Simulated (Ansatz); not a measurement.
One change: `F[Si](F)(F)[GeH3]` becomes `O[SiH](O)[Si](F)(F)F`.

Ansatz, PBE0-D4/def2-TZVP geometries, multiplicity 1. Each molecule was computed in one conformer, which needn't be the lowest.

Scalar relativity is left out up to krypton.

```csv
property,`F[Si](F)(F)[GeH3]`
LUMO energy (B3LYP/def2-TZVPP) / eV,-0.24
size of the dipole moment (PBE/def2-TZVPP) / D,1.87
HOMO energy (PBE/def2-TZVPP) / eV,-7.97
size of the dipole moment (ωB97M-V/def2-TZVPP) / D,1.98
LUMO energy (ωB97M-V/def2-TZVPP) / eV,1.81
LUMO energy (PBE0/def2-TZVPP) / eV,-0.04
```

Q: Give the same properties after the change, and the shifts. (An estimate is asked.)

A: The calculation gave: 
| property | `O[SiH](O)[Si](F)(F)F` | shift |
| --- | --- | --- |
| LUMO energy (B3LYP/def2-TZVPP) / eV | -0.75 | -0.51 |
| size of the dipole moment (PBE/def2-TZVPP) / D | 3.91 | 2.04 |
| HOMO energy (PBE/def2-TZVPP) / eV | -7.20 | 0.77 |
| size of the dipole moment (ωB97M-V/def2-TZVPP) / D | 4.08 | 2.10 |
| LUMO energy (ωB97M-V/def2-TZVPP) / eV | 1.19 | -0.62 |
| LUMO energy (PBE0/def2-TZVPP) / eV | -0.52 | -0.48 |

With PBE0 the HOMO rises by 0.65 eV and the LUMO falls by 0.48 eV, so the gap narrows by about 1.13 eV. PBE moves the HOMO by 0.77 eV and ωB97M-V by 0.59 eV. Dipoles are sizes alone; their direction can turn.

B3LYP here is the variant with VWN-RPA as its local correlation; programs differ in this.
